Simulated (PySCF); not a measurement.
Gas-phase equilibrium of 1 mol SnCl4, 2.4 mol H2O at 1800 K and 0.133 bar, among 27 species (ClO, SnCl4, O2, HCl, O, SnH2, HO2, SnO, SnHCl3, SnCl3, H2O, H, HOCl, H2O2, O3, H2, SnH4, SnCl2, SnH2Cl2, Cl, Cl2, SnO2, SnH3Cl, Sn2O2, SnHCl, Sn(OH)2, OH). Only gases are allowed; each row takes one source of thermochemistry for all species, and Cantera finds the minimum.

Computed with PySCF and rigid-rotor harmonic-oscillator thermochemistry at 1 bar. † marks an energy on the PBE0/def2-TZVP geometry and frequencies; other levels use their own. Open shells (unrestricted) among the columns below: O2 (multiplicity 3), Cl (multiplicity 2, electronic degeneracy 6); the rest are closed-shell singlets. Spin-orbit splitting is ignored; it lowers the true energy and changes the entropy of Cl. Sn: scalar-relativistic def2 core potential, no spin-orbit coupling. The harmonic model lacks anharmonicity and excited electronic states, which grow with temperature; levels with a mode under 35 cm⁻¹ are left out. Soft modes under 120 cm⁻¹ make the harmonic entropy rough for SnCl2.

Molecules larger than those listed are left out. Also missing: (SnO)n, which can matter at low temperature or high pressure.

Mole fractions:

```tsv
thermochemistry	x HCl	x H2O	x SnCl2	x O2	x SnO	x Cl	x H2
BLYP/def2-TZVP†	0.45	0.24	0.16	0.093	0.039	0.019	0.0023
M06-2X/def2-TZVP†	0.38	0.29	0.20	0.095	0.00053	0.021	0.00041
PBE0/def2-QZVP†	0.39	0.29	0.20	0.097	0.0018	0.016	0.00029
PBE0/def2-TZVP	0.40	0.29	0.20	0.098	0.0020	0.013	0.00064
r2SCAN/def2-TZVP†	0.40	0.28	0.20	0.099	0.0042	0.0098	0.0014
ωB97M-V/def2-TZVP†	0.40	0.29	0.20	0.097	0.0025	0.015	0.00043
```
The most sensitive of these is SnO: it spans a factor of 10^1.9 over these rows; at this temperature one factor of ten is RT ln 10 = 34 kJ/mol.
